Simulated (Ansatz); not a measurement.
**What each rung costs, and what it gives**

Saddle point of Si$_{2}$H$_{7}$OF, singlet (Si₂H₆O ([OH][SiH2][SiH3]) + HF → SiH₃OF ([OH][SiH2][F]) + SiH₄; bonds formed: Si1–F7, Si2–H6; bonds broken: Si1–Si2, H6–F7), PBE0-D4/def2-TZVP structure:

| atom | x (Å) | y (Å) | z (Å) |
| --- | --- | --- | --- |
| Si1 | -0.1709 | -1.0072 | -0.1068 |
| Si2 | 0.6671 | 1.4028 | -0.4143 |
| H3 | -0.0915 | -0.8278 | -1.5903 |
| H4 | 0.9165 | -1.9336 | 0.2642 |
| O5 | -1.7375 | -1.4424 | 0.0429 |
| H6 | 0.1557 | 0.3741 | 0.9983 |
| F7 | -0.2001 | -0.4101 | 1.8204 |
| H8 | 1.0569 | 2.4809 | 0.5390 |
| H9 | -0.4000 | 1.8995 | -1.3151 |
| H10 | 1.8614 | 0.9720 | -1.1836 |
| H11 | -2.0575 | -1.5084 | 0.9452 |

Barriers are electronic and count from the start structure reached by relaxing down the imaginary mode.

Program: Ansatz 0.2.0. Basis: as named in each row. Cores are frozen in the correlated methods. B3LYP uses VWN-RPA correlation. Extrapolation: Hartree–Fock as exp(−7.88 √X), correlation as X^−2.97.

Times are rough, for one single point on 4 threads of a shared host (AMD EPYC 9R45).

The estimate by CCSD(T) at an estimated basis limit (MP2 extrapolated from triple and quadruple zeta, plus CCSD(T) − MP2 in triple zeta) is 149.3 kJ/mol.

| method | basis | time (s) | barrier (kJ/mol) | method less estimate |
| --- | --- | --- | --- | --- |
| HF | STO-3G | under 1 | 372.2 | 222.9 |
| PBE-D4 | STO-3G | under 1 | 123.9 | -25.5 |
| SPW92 | def2-SVP | under 1 | 86.6 | -62.7 |
| B3LYP-D4 | 6-31G | under 1 | 175.4 | 26.1 |
| PBE-D4 | def2-SVP | under 1 | 111.3 | -38.1 |
| PBE0-D4 | def2-SVP | under 1 | 135.6 | -13.8 |
| SPW92 | def2-TZVPP | under 1 | 90.4 | -58.9 |
| PBE-D4 | def2-TZVPP | under 1 | 114.4 | -34.9 |
| BLYP-D4 | def2-TZVPP | under 1 | 128.3 | -21.0 |
| B3LYP-D4 | def2-TZVPP | under 1 | 142.5 | -6.8 |
| BHLYP-D4 | def2-TZVPP | under 1 | 164.0 | 14.7 |
| PBE0-D4 | def2-TZVPP | 1 | 134.3 | -15.1 |
| CAM-B3LYP-D4 | def2-TZVPP | 1 | 144.0 | -5.3 |
| wB97M-V | def2-SVP | 1 | 137.3 | -12.0 |
| CCSD(T) | def2-SVP | 1 | 167.7 | 18.4 |
| r2SCAN-D4 | def2-TZVPP | 1 | 121.3 | -28.0 |
| r2SCAN0-D4 | def2-TZVPP | 2 | 137.3 | -12.0 |
| RPA on PBE | def2-TZVPP | 2 | 147.3 | -2.0 |
| PBE-QIDH | def2-TZVPP | 2 | 145.5 | -3.8 |
| B2PLYP | def2-TZVPP | 2 | 145.8 | -3.6 |
| wB97X-V | def2-TZVPP | 2 | 142.6 | -6.8 |
| wB97M-V | def2-TZVPP | 2 | 136.4 | -13.0 |
| B97M-V | def2-TZVPP | 2 | 137.3 | -12.0 |
| MP2 | def2-QZVPP | 8 | 142.8 | -6.6 |
| CCSD(T) | def2-TZVPP | 32 | 152.1 | 2.8 |

All methods are single points on the PBE0-D4 structures.

T1 diagnostic: at most 0.014.

Labels in which every atom is bracketed show which atoms are joined, not bond orders.
